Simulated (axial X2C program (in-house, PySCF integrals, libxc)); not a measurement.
## Spin–orbit effects along a row: molecules with B, HF

Calculated with an in-house relativistic program for diatomic molecules, spin-free (one-electron X2C) or two-component (2c: spin–orbit coupling with atomic mean-field Coulomb and Gaunt terms, which also bring small scalar terms), in Dyall basis sets with cores contracted in-house; open shells are unrestricted.

Basis sets: Ag dyall-cv3z, B dyall-v3z, I dyall-cv3z, Pd dyall-cv3z, Rb dyall-cv3z, Y dyall-cv3z.

```tsv
molecule	spin-free state	Re (Å)	ωe (cm⁻¹)	De (eV)	2c state	Re 2c (Å)	ωe 2c (cm⁻¹)	De 2c (eV)
RbB	M_S = 1, Λ = 1	3.040	254.7	0.27	Ω = 2	3.041	254.5	0.24
YB	M_S = 2, Λ = 0	2.251	580.2	n/a	Ω = 2	2.250	580.2	n/a
PdB	M_S = 1/2, Λ = 0	1.858	575.9	n/a	Ω = 1/2	1.858	575.5	n/a
AgB	M_S = 0, Λ = 0	2.305	362.2	0.07	Ω = 0	2.305	362.1	0.04
BI	M_S = 0, Λ = 0	2.155	566.5	2.21	Ω = 0	2.158	563.3	1.88
```

Each entry is the lowest single determinant of a limited PBE0 search at one distance. De goes to single-determinant-based atoms at the same level (for ions the charge split of lowest energy) and is withheld (n/a) where an atom does not fit its ground term or J level. Main or longest-lived isotopes. One determinant is a doubtful description, or other states lie close, for RbB, YB; these need not be ground states, and all values refer to the states named. Some open-shell Ω = 0 determinants are out of reach, so the Ω given for RbB, YB need not be the lowest component. With several unpaired electrons the Ω given is that of one determinant, not necessarily of the lowest component. Some light 2c atoms are not at their ground J level, so De misses part of their lowering (0.04 eV or less). Where the atoms have a lower orbital projection than the molecule, De at mean-field level may be about a tenth of an eV too small.
